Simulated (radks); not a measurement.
Results of a calculation; reference values are marked as such.
Neutral tin, 50 electrons, occupied as [Kr] 4d10 5s1 5p2 4f1 (not the ground configuration).

Code: a radial shooting solver on a logarithmic mesh with Libxc functionals. Model: scalar-relativistic Kohn-Sham, PBE, spin-polarised, spherical densities, finite nucleus; open shells are filled with parallel spins first (spin-orbit coupling, left out, can overturn this in heavy ions); Fermi nuclear charge, rms radius 4.6519 fm.

Energy parts (hartree):
total: -6176.60717
kinetic: 6448.50850
electron-nucleus: -14922.81654
Hartree: 2462.30536
exchange-correlation: -164.60449

Orbitals (lengths in bohr, moments of r in powers of bohr; r(max) is where P^2 peaks; r(90%) holds 90 % of the orbital's charge):
| orbital | occ. | eigenvalue (hartree) | r(90%) | <r^4> | <1/r> | r(max) |
|---|---|---|---|---|---|---|
| 1s up | 1 | -1066.463 | 0.0522 | 3.406e-06 | 53.08 | 0.01878 |
| 1s down | 1 | -1066.460 | 0.0522 | 3.406e-06 | 53.08 | 0.01878 |
| 2s up | 1 | -161.2313 | 0.194 | 0.0005925 | 12.11 | 0.1061 |
| 2s down | 1 | -161.2303 | 0.194 | 0.0005925 | 12.11 | 0.1061 |
| 2p up | 3 | -144.7706 | 0.178 | 0.0004262 | 11.65 | 0.08494 |
| 2p down | 3 | -144.7688 | 0.178 | 0.0004262 | 11.65 | 0.08495 |
| 3s up | 1 | -31.33544 | 0.499 | 0.02645 | 4.302 | 0.3075 |
| 3s down | 1 | -31.33288 | 0.499 | 0.02645 | 4.302 | 0.3076 |
| 3p up | 3 | -25.95558 | 0.507 | 0.02800 | 4.095 | 0.3009 |
| 3p down | 3 | -25.95281 | 0.507 | 0.02799 | 4.095 | 0.3010 |
| 3d up | 5 | -17.67244 | 0.496 | 0.02550 | 3.865 | 0.2511 |
| 3d down | 5 | -17.66999 | 0.496 | 0.02549 | 3.865 | 0.2511 |
| 4s up | 1 | -5.19801 | 1.19 | 0.8580 | 1.695 | 0.7455 |
| 4s down | 1 | -5.19199 | 1.18 | 0.8533 | 1.695 | 0.7458 |
| 4p up | 3 | -3.57325 | 1.30 | 1.254 | 1.538 | 0.7884 |
| 4p down | 3 | -3.56592 | 1.30 | 1.237 | 1.539 | 0.7885 |
| 4d up | 5 | -1.22822 | 1.71 | 3.830 | 1.215 | 0.8871 |
| 4d down | 5 | -1.21029 | 1.68 | 3.542 | 1.227 | 0.8856 |
| 5s up | 1 | -0.65153 | 3.32 | 52.55 | 0.5629 | 1.985 |
| 5p up | 2 | -0.36561 | 4.15 | 127.1 | 0.4521 | 2.389 |
| 4f up | 1 | -0.01738 | 22.6 | 115000 | 0.06761 | 15.83 |

The highest occupied level is 4f up at -0.473 eV. The spin density at the nucleus is 42.97 e/bohr^3 (1s 0.01, 2s 0.15, 3s 0.02, 4s -0.01, 5s 42.80).

Empty levels of this run are not shown, since the potential may be unsettled where no density lies.
